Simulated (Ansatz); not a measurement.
Ansatz (a quantum-chemistry and plane-wave program) input for Zn(Cl)(SMe) (CH3ClSZn), SMILES [Cl][Zn][S]C, PBE/def2-SVPD. Geometry optimised at PBE0-D3(BJ)/def2-SVP. The structure was generated by enumeration; whether it is a known compound was not checked. The values are those of a single conformer.

Ansatz 0.2 input:
```yaml
crystal:
  periodic: [false, false, false]
  atoms:
    - {symbol: Zn, position_ang: [0.17157743, -0.34354838, 0.00000000]}
    - {symbol: Cl, position_ang: [-0.26013453, -2.40765007, -0.00000000]}
    - {symbol: S, position_ang: [0.61994861, 1.77544252, -0.00000000]}
    - {symbol: C, position_ang: [-1.07027910, 2.47723733, 0.00000000]}
    - {symbol: H, position_ang: [-1.63741368, 2.19835080, 0.89868068]}
    - {symbol: H, position_ang: [-0.94771159, 3.56929672, -0.00000000]}
    - {symbol: H, position_ang: [-1.63741369, 2.19835081, -0.89868067]}
basis:
  gaussian:
    orbitals: def2-SVPD
hamiltonian:
  xc: {name: PBE}
```

Program output:

```
WARN ansatz: RAYON_NUM_THREADS=1 ignored (pool sized by the plan → 1); use --threads N
Functional definition: PBE
integrals: 0.08 GiB planned
1286 factors; their error is unknown
mean field: 0.43 GiB planned
mean field evaluation 1: about -72822.7846 eV, gradient 7.3e1 eV
mean field evaluation 2: about -72791.3380 eV, gradient 1.3e2 eV
mean field evaluation 4: about -72832.5822 eV, gradient 1.0e1 eV
mean field evaluation 8: about -72832.9402 eV, gradient 2.4e-1 eV
mean field evaluation 16: about -72832.8905 eV, gradient 2.4e-4 eV
mean field -72832.89048617 eV, -2676.5593574603 hartree, gradient 3.9e-5 eV, S^2 0.000000; 0 other end points of the search recorded, 0 dependent functions left out
reference -72832.89053889 eV, -2676.5593593978 hartree; 36, 36 occupied and 96, 96 virtual orbitals, 1286 factors
Total energy: -72832.89053889 eV, -2676.5593593978 hartree
```

The run converged.
